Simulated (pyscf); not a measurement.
`[OH][InH][O][SiH3]` → `[OH][In]` [singlet] + `[OH][SiH3]` (1,1-elimination; singlet surface; In–O, H–In broken, H–O formed). Optimised with ωB97X-D3(BJ)/def2-SVP in PySCF. Energies in kcal/mol from the reactant's lowest minimum found.

```
level                   barrier  reaction energy
----------------------  -------  ---------------
ωB97X-D3(BJ)/def2-TZVP     47.2             +2.4
PBE/def2-TZVP               [?]             -7.0
r²SCAN/def2-TZVP           37.2             -1.5
B3LYP-D3(BJ)/def2-TZVP     38.0             -7.3
PBE0-D3(BJ)/def2-TZVP       [?]              [?]
ωB97M-D3(BJ)/def2-TZVP     43.6             -3.7
```

Complete the blanks.


- PBE/def2-TZVP, barrier: 31.8
- PBE0-D3(BJ)/def2-TZVP, barrier: 39.5
- PBE0-D3(BJ)/def2-TZVP, reaction energy: -3.6

The functionals in the table span 15.4 kcal/mol in this barrier, from PBE to ωB97X-D3(BJ). On the product side the descent ends in an adduct with a In–O, O–Si contact (not fully relaxed), 19.2 kcal/mol under the separated species and 64.0 kcal/mol under the saddle at ωB97X-D3(BJ)/def2-TZVP. What is counted as broken (In–O) persists as a longer contact in the product adduct; parting that adduct is a step of its own. This is the saddle that the search found; another between the same sides may lie lower. Elements past Kr carry the def2 core potentials, without spin-orbit coupling.
